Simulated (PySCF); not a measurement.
Br2GaHO. Atoms are numbered in the order given.

```xyz
5

Ga     0.5588     0.0066     0.0000
Br    -0.5640    -1.9701     0.0000
Br    -0.5406     1.9792     0.0000
O      2.3258     0.0392     0.0000
H      2.7293    -0.8365     0.0000
```
Charge 0, spin multiplicity 1.

Geometry: PBE0-D3(BJ)/def2-SVP. The structure was generated by enumeration; whether it is a known compound was not checked. One conformer was computed; it need not be the lowest.

These are TDA-ωB97X/def2-SVPD (PySCF) values and carry that method's errors.

Vertical excitations.  State labels are in the subgroup Cs.

Computed lowest excited states:
| state | symmetry | energy (eV) | λ (nm) | f | main pairs |
|---|---|---|---|---|---|
| S1 | A' | 6.03 | 205 | 0.031 | HOMO→LUMO 90 % |
| S2 | A" | 6.13 | 202 | 0.000 | HOMO−1→LUMO 91 % |
| S3 | A" | 6.35 | 195 | 0.011 | HOMO−3→LUMO 90 % |
| S4 | A' | 6.35 | 195 | 0.046 | HOMO−2→LUMO 87 % |
| S5 | A" | 6.68 | 186 | 0.000 | HOMO→LUMO+1 98 % |
| S6 | A" | 6.92 | 179 | 0.001 | HOMO−2→LUMO+1 97 % |
| S7 | A' | 7.01 | 177 | 0.002 | HOMO−1→LUMO+1 68 %, HOMO−4→LUMO 24 % |
| S8 | A' | 7.29 | 170 | 0.047 | HOMO−3→LUMO+1 60 %, HOMO−6→LUMO 16 %, HOMO−1→LUMO+1 10 % |
| S9 | A" | 7.33 | 169 | 0.080 | HOMO−5→LUMO 87 % |
| S10 | A" | 7.82 | 159 | 0.001 | HOMO−4→LUMO+1 95 % |
| T1 | A' | 5.57 | 223 | 0 | HOMO→LUMO 88 % |
| T2 | A" | 5.77 | 215 | 0 | HOMO−1→LUMO 87 % |
| T3 | A' | 5.84 | 212 | 0 | HOMO−2→LUMO 87 % |
| T4 | A" | 5.98 | 207 | 0 | HOMO−3→LUMO 87 % |
Triplets are in the Tamm–Dancoff approximation.
